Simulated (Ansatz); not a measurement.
Ansatz (an electronic-structure program) input (B3LYP-D3(BJ)/def2-TZVP):

Ansatz 0.2 input:
```yaml
crystal:
  periodic: [false, false, false]
  atoms:
    - {symbol: C, position_ang: [-3.23297120, 1.06254893, 0.15580771]}
    - {symbol: C, position_ang: [-2.27107976, 0.04754257, -0.34060018]}
    - {symbol: C, position_ang: [-0.84961825, 0.22114586, 0.24526310]}
    - {symbol: C, position_ang: [0.11530059, -0.83249670, -0.28563869]}
    - {symbol: S, position_ang: [1.80161820, -0.73824508, 0.38862328]}
    - {symbol: C, position_ang: [2.38964608, 0.78505379, -0.39861719]}
    - {symbol: H, position_ang: [-3.32636515, 2.02415207, -0.33056070]}
    - {symbol: H, position_ang: [-3.74782357, 0.92455730, 1.09698490]}
    - {symbol: H, position_ang: [-2.20040595, 0.09628848, -1.43211383]}
    - {symbol: H, position_ang: [-2.62151285, -0.95937499, -0.09056590]}
    - {symbol: H, position_ang: [-0.48603477, 1.22142148, 0.00034672]}
    - {symbol: H, position_ang: [-0.89031795, 0.15979780, 1.33457394]}
    - {symbol: H, position_ang: [0.17369700, -0.79297857, -1.37651811]}
    - {symbol: H, position_ang: [-0.23296163, -1.83275768, -0.01954320]}
    - {symbol: H, position_ang: [3.43845486, 0.89402648, -0.12629982]}
    - {symbol: H, position_ang: [1.84547968, 1.66054118, -0.04728129]}
    - {symbol: H, position_ang: [2.31423440, 0.71348112, -1.48428386]}
basis:
  gaussian:
    orbitals: def2-TZVP
hamiltonian:
  xc: b3lyp
  dispersion: d3bj
magnetization: {spin_polarized: true, initial_magnetization: 1}
phonons: {temperatures: {t_min: 298.15, t_max: 298.15, t_step: 100}}
```

Output:

```
Functional definition: B3LYP
integrals: 0.22 GiB planned
1655 factors; their error is unknown
0.33 GiB of the device are held for the grids
1.63 GiB of device memory are held for the factors and their scratch space
mean field: 1.83 GiB planned
mean field evaluation 1: about -16172.0754 eV, gradient 7.0e1 eV
mean field evaluation 2: about -15873.7687 eV, gradient 1.8e2 eV
mean field evaluation 4: about -16180.2894 eV, gradient 4.7e1 eV
mean field evaluation 8: about -16201.4399 eV, gradient 1.1e0 eV
mean field evaluation 16: about -16201.4277 eV, gradient 9.8e-3 eV
mean field -16201.42771046 eV, -595.3914866372 hartree, gradient 2.3e-5 eV, S^2 0.753975; 0 other end points of the search recorded, 0 dependent functions left out
the calculation of the forces begins
reference -16201.42803226 eV, -595.3914984632 hartree; 29, 28 occupied and 229, 230 virtual orbitals, 1655 factors
these checks for a lower state are left out or cut short: stability, starts, cluster_reference, orbital_swaps, neighbouring_geometries, increment
integrals: 0.22 GiB planned
1655 factors; their error is unknown
0.33 GiB of the device are held for the grids
1.63 GiB of device memory are held for the factors and their scratch space
mean field: 1.83 GiB planned
mean field -16201.42756571 eV, -595.3914813179 hartree, gradient 2.3e-6 eV, S^2 0.753980; 0 other end points of the search recorded, 0 dependent functions left out
the calculation of the forces begins
reference -16201.42788751 eV, -595.3914931436 hartree; 29, 28 occupied and 229, 230 virtual orbitals, 1655 factors
these checks for a lower state are left out or cut short: stability, starts, cluster_reference, orbital_swaps, neighbouring_geometries, increment
integrals: 0.22 GiB planned
1655 factors; their error is unknown
0.33 GiB of the device are held for the grids
1.63 GiB of device memory are held for the factors and their scratch space
mean field: 1.83 GiB planned
mean field evaluation 32: about -16201.4474 eV, gradient 4.4e-1 eV
mean field -16201.42768925 eV, -595.3914858579 hartree, gradient 2.3e-6 eV, S^2 0.753970; 0 other end points of the search recorded, 0 dependent functions left out
the calculation of the forces begins
reference -16201.42801106 eV, -595.3914976841 hartree; 29, 28 occupied and 229, 230 virtual orbitals, 1655 factors
these checks for a lower state are left out or cut short: stability, starts, cluster_reference, orbital_swaps, neighbouring_geometries, increment
integrals: 0.22 GiB planned
1655 factors; their error is unknown
0.33 GiB of the device are held for the grids
1.63 GiB of device memory are held for the factors and their scratch space
mean field: 1.83 GiB planned
mean field -16201.42758619 eV, -595.3914820706 hartree, gradient 2.2e-6 eV, S^2 0.753973; 0 other end points of the search recorded, 0 dependent functions left out
the calculation of the forces begins
reference -16201.42790795 eV, -595.3914938947 hartree; 29, 28 occupied and 229, 230 virtual orbitals, 1655 factors
these checks for a lower state are left out or cut short: stability, starts, cluster_reference, orbital_swaps, neighbouring_geometries, increment
integrals: 0.22 GiB planned
1655 factors; their error is unknown
0.33 GiB of the device are held for the grids
1.63 GiB of device memory are held for the factors and their scratch space
mean field: 1.83 GiB planned
mean field -16201.42753235 eV, -595.3914800919 hartree, gradient 2.3e-6 eV, S^2 0.753977; 0 other end points of the search recorded, 0 dependent functions left out
[...]
these checks for a lower state are left out or cut short: stability, starts, cluster_reference, orbital_swaps, neighbouring_geometries, increment
integrals: 0.22 GiB planned
1655 factors; their error is unknown
0.33 GiB of the device are held for the grids
1.63 GiB of device memory are held for the factors and their scratch space
mean field: 1.83 GiB planned
mean field evaluation 672: about -16201.4277 eV, gradient 4.5e-4 eV
mean field -16201.42767246 eV, -595.3914852409 hartree, gradient 2.3e-6 eV, S^2 0.753975; 0 other end points of the search recorded, 0 dependent functions left out
the calculation of the forces begins
reference -16201.42799430 eV, -595.3914970682 hartree; 29, 28 occupied and 229, 230 virtual orbitals, 1655 factors
these checks for a lower state are left out or cut short: stability, starts, cluster_reference, orbital_swaps, neighbouring_geometries, increment
integrals: 0.22 GiB planned
1655 factors; their error is unknown
0.33 GiB of the device are held for the grids
1.63 GiB of device memory are held for the factors and their scratch space
mean field: 1.83 GiB planned
mean field -16201.42760964 eV, -595.3914829323 hartree, gradient 2.3e-6 eV, S^2 0.753975; 0 other end points of the search recorded, 0 dependent functions left out
the calculation of the forces begins
reference -16201.42793140 eV, -595.3914947568 hartree; 29, 28 occupied and 229, 230 virtual orbitals, 1655 factors
these checks for a lower state are left out or cut short: stability, starts, cluster_reference, orbital_swaps, neighbouring_geometries, increment
integrals: 0.22 GiB planned
1655 factors; their error is unknown
0.33 GiB of the device are held for the grids
1.63 GiB of device memory are held for the factors and their scratch space
mean field: 1.83 GiB planned
mean field -16201.42768459 eV, -595.3914856864 hartree, gradient 2.3e-6 eV, S^2 0.753975; 0 other end points of the search recorded, 0 dependent functions left out
the calculation of the forces begins
reference -16201.42800639 eV, -595.3914975124 hartree; 29, 28 occupied and 229, 230 virtual orbitals, 1655 factors
these checks for a lower state are left out or cut short: stability, starts, cluster_reference, orbital_swaps, neighbouring_geometries, increment
integrals: 0.22 GiB planned
1655 factors; their error is unknown
0.33 GiB of the device are held for the grids
1.63 GiB of device memory are held for the factors and their scratch space
mean field: 1.83 GiB planned
mean field -16201.42768723 eV, -595.3914857836 hartree, gradient 2.3e-6 eV, S^2 0.753975; 0 other end points of the search recorded, 0 dependent functions left out
the calculation of the forces begins
reference -16201.42800903 eV, -595.3914976095 hartree; 29, 28 occupied and 229, 230 virtual orbitals, 1655 factors
these checks for a lower state are left out or cut short: stability, starts, cluster_reference, orbital_swaps, neighbouring_geometries, increment
integrals: 0.22 GiB planned
1655 factors; their error is unknown
0.33 GiB of the device are held for the grids
1.63 GiB of device memory are held for the factors and their scratch space
mean field: 1.83 GiB planned
mean field -16201.42772604 eV, -595.3914872097 hartree, gradient 2.3e-6 eV, S^2 0.753975; 0 other end points of the search recorded, 0 dependent functions left out
the calculation of the forces begins
reference -16201.42804785 eV, -595.3914990362 hartree; 29, 28 occupied and 229, 230 virtual orbitals, 1655 factors
these checks for a lower state are left out or cut short: stability, starts, cluster_reference, orbital_swaps, neighbouring_geometries, increment
integrals: 0.22 GiB planned
1655 factors; their error is unknown
0.33 GiB of the device are held for the grids
1.63 GiB of device memory are held for the factors and their scratch space
mean field: 1.83 GiB planned
mean field evaluation 704: about -16201.4475 eV, gradient 4.3e-1 eV
mean field -16201.42766681 eV, -595.3914850331 hartree, gradient 2.3e-6 eV, S^2 0.753975; 0 other end points of the search recorded, 0 dependent functions left out
the calculation of the forces begins
reference -16201.42798859 eV, -595.3914968584 hartree; 29, 28 occupied and 229, 230 virtual orbitals, 1655 factors
these checks for a lower state are left out or cut short: stability, starts, cluster_reference, orbital_swaps, neighbouring_geometries, increment
integrals: 0.22 GiB planned
1655 factors; their error is unknown
0.33 GiB of the device are held for the grids
1.63 GiB of device memory are held for the factors and their scratch space
mean field: 1.83 GiB planned
mean field -16201.42771060 eV, -595.3914866425 hartree, gradient 2.3e-6 eV, S^2 0.753975; 0 other end points of the search recorded, 0 dependent functions left out
the calculation of the forces begins
reference -16201.42803240 eV, -595.3914984684 hartree; 29, 28 occupied and 229, 230 virtual orbitals, 1655 factors
these checks for a lower state are left out or cut short: stability, starts, cluster_reference, orbital_swaps, neighbouring_geometries, increment
integrals: 0.22 GiB planned
1655 factors; their error is unknown
0.33 GiB of the device are held for the grids
1.63 GiB of device memory are held for the factors and their scratch space
mean field: 1.83 GiB planned
mean field -16201.42767952 eV, -595.3914855002 hartree, gradient 2.3e-6 eV, S^2 0.753975; 0 other end points of the search recorded, 0 dependent functions left out
the calculation of the forces begins
reference -16201.42800132 eV, -595.3914973261 hartree; 29, 28 occupied and 229, 230 virtual orbitals, 1655 factors
these checks for a lower state are left out or cut short: stability, starts, cluster_reference, orbital_swaps, neighbouring_geometries, increment
integrals: 0.22 GiB planned
1655 factors; their error is unknown
0.33 GiB of the device are held for the grids
1.63 GiB of device memory are held for the factors and their scratch space
mean field: 1.83 GiB planned
mean field -16201.42759038 eV, -595.3914822244 hartree, gradient 2.3e-6 eV, S^2 0.753975; 0 other end points of the search recorded, 0 dependent functions left out
the calculation of the forces begins
reference -16201.42791212 eV, -595.3914940482 hartree; 29, 28 occupied and 229, 230 virtual orbitals, 1655 factors
these checks for a lower state are left out or cut short: stability, starts, cluster_reference, orbital_swaps, neighbouring_geometries, increment
integrals: 0.22 GiB planned
1655 factors; their error is unknown
0.33 GiB of the device are held for the grids
1.63 GiB of device memory are held for the factors and their scratch space
mean field: 1.83 GiB planned
mean field evaluation 736: about -16201.4276 eV, gradient 5.5e-3 eV
mean field -16201.42762946 eV, -595.3914836606 hartree, gradient 2.3e-6 eV, S^2 0.753975; 0 other end points of the search recorded, 0 dependent functions left out
the calculation of the forces begins
reference -16201.42795132 eV, -595.3914954887 hartree; 29, 28 occupied and 229, 230 virtual orbitals, 1655 factors
Total energy: -16202.08439555 eV, -595.4156193692 hartree
Atom 0 at    -3.232971     1.062549     0.155808 Å, force    -0.000200     0.000240    -0.000330 eV/Å
Atom 1 at    -2.271080     0.047543    -0.340600 Å, force     0.000150    -0.000071     0.000147 eV/Å
Atom 2 at    -0.849618     0.221146     0.245263 Å, force    -0.000076     0.000370    -0.000459 eV/Å
Atom 3 at     0.115301    -0.832497    -0.285639 Å, force     0.000213     0.000249     0.000030 eV/Å
Atom 4 at     1.801618    -0.738245     0.388623 Å, force     0.000084    -0.000527     0.000284 eV/Å
Atom 5 at     2.389646     0.785054    -0.398617 Å, force    -0.000433     0.000102    -0.000131 eV/Å
Atom 6 at    -3.326365     2.024152    -0.330561 Å, force     0.000063    -0.000403     0.000267 eV/Å
Atom 7 at    -3.747824     0.924557     1.096985 Å, force     0.000087     0.000116    -0.000020 eV/Å
Atom 8 at    -2.200406     0.096288    -1.432114 Å, force    -0.000019    -0.000048     0.000098 eV/Å
Atom 9 at    -2.621513    -0.959375    -0.090566 Å, force    -0.000148    -0.000020     0.000013 eV/Å
Atom 10 at    -0.486035     1.221421     0.000347 Å, force     0.000125     0.000121     0.000065 eV/Å
Atom 11 at    -0.890318     0.159798     1.334574 Å, force     0.000102    -0.000122    -0.000098 eV/Å
Atom 12 at     0.173697    -0.792979    -1.376518 Å, force    -0.000181     0.000121     0.000051 eV/Å
Atom 13 at    -0.232962    -1.832758    -0.019543 Å, force     0.000246    -0.000168     0.000053 eV/Å
Atom 14 at     3.438455     0.894026    -0.126300 Å, force    -0.000068    -0.000198     0.000067 eV/Å
Atom 15 at     1.845480     1.660541    -0.047281 Å, force     0.000003     0.000116    -0.000024 eV/Å
Atom 16 at     2.314234     0.713481    -1.484284 Å, force     0.000051     0.000124    -0.000012 eV/Å
Dipole moment:    -0.102757     0.181897    -0.190860 e Å
Vibrations: 62.50 69.09 93.69 131.93 145.43 187.34 259.18 345.39 374.57 549.52 695.76 732.87 752.77 775.36 897.87 967.25 971.03 987.38 1032.10 1076.79 1100.52 1224.01 1236.22 1308.40 1314.04 1327.26 1356.02 1358.28 1462.67 1467.71 1469.60 1485.00 1488.84 1502.09 3004.49 3027.83 3035.79 3037.87 3044.71 3068.80 3092.16 3109.41 3127.52 3143.25 3241.45 cm⁻¹, zero-point energy 3.976283 eV
```

It need not be the lowest isomer of its formula.
